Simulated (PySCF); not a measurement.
**Pt²⁺: excitation energy**

Pt²⁺ [Xe] 4f14 5d8 (3F) → Pt²⁺ [Xe] 4f14 5d7 6p1 (high-spin determinant), as a difference of total energies. Computed with PySCF 2.14 in aug-cc-pVTZ-PP with ECP60MDF (6s6p5d3f2g, 88 functions), with scalar relativity through the core potential. Correlated levels: valence: 5s2 5p6 frozen. The calculations carry no spin-orbit coupling.

```csv
method,excitation energy (eV)
UHF,10.383
LDA,10.982
PBE,10.893
PBE0,10.993
r2SCAN,10.860
B97-3,11.355
LC-wPBE,11.121
BP86,10.935
wB97M-V,11.194
MP2 (valence),11.218
SCS-MP2 (valence),11.504
```

**Question.** How much does correlation contribute at MP2 (valence)?

**Answer.** 11.218 − (10.383) = 0.835 eV, measured against UHF.

The determinant of the upper state mixes LS terms, which raises its energy above the lowest term, most at the Hartree-Fock and MP2 levels.
